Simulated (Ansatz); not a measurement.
F6Re (SMILES [F][Re]([F])([F])([F])([F])[F]), doublet, at a GFN2-xTB geometry (such geometries of metal compounds can be far from the true shape) (core potentials on Re); Ansatz (a quantum-chemistry and plane-wave program) with HF/def2-SV(P).

Ansatz was given this input:
Ansatz 0.2 input:
```yaml
crystal:
  periodic: [false, false, false]
  atoms:
    - {symbol: Re, position_ang: [-0.00000000, 0.00000000, 0.00000000]}
    - {symbol: F, position_ang: [1.07976918, -0.45937300, -1.36710946]}
    - {symbol: F, position_ang: [-1.07976918, 0.45937300, 1.36710946]}
    - {symbol: F, position_ang: [-1.14597024, 0.76362231, -1.16169983]}
    - {symbol: F, position_ang: [-0.87565063, -1.56581312, -0.16546465]}
    - {symbol: F, position_ang: [0.87565063, 1.56581312, 0.16546465]}
    - {symbol: F, position_ang: [1.14597024, -0.76362231, 1.16169983]}
basis:
  gaussian:
    orbitals: def2-SV_P_.json
hamiltonian:
  xc: hf
magnetization: {spin_polarized: true, initial_magnetization: 1}
scf: {lower_state_search: off}
```
The basis file holds def2-SV(P) in the JSON format of the Basis Set Exchange.

What the program printed (banner, timings and long lists left out):

```
Functional definition: HF
these checks for a lower state are left out or cut short: stability, starts, cluster_reference, orbital_swaps, neighbouring_geometries, increment
1091 factors; integrals over basis functions are off by at most 3.1e-4 eV
mean field evaluation 1: about -18318.4985 eV, gradient 5.6e1 eV
mean field evaluation 2: about -18318.5345 eV, gradient 5.6e1 eV
mean field evaluation 4: about -18329.3537 eV, gradient 2.9e0 eV
mean field evaluation 8: about -18329.4035 eV, gradient 2.0e-1 eV
mean field -18329.40424018 eV, -673.5931817101 hartree, gradient 3.6e-6 eV, S^2 0.755639; 0 other end points of the search recorded, 0 dependent functions left out
reference -18329.40424018 eV, -673.5931817101 hartree; 35, 34 occupied and 74, 75 virtual orbitals, 1091 factors
Total energy: -18329.40424018 eV, -673.5931817101 hartree
Checks for a lower state left out: stability, starts, cluster_reference, orbital_swaps, neighbouring_geometries, increment
```
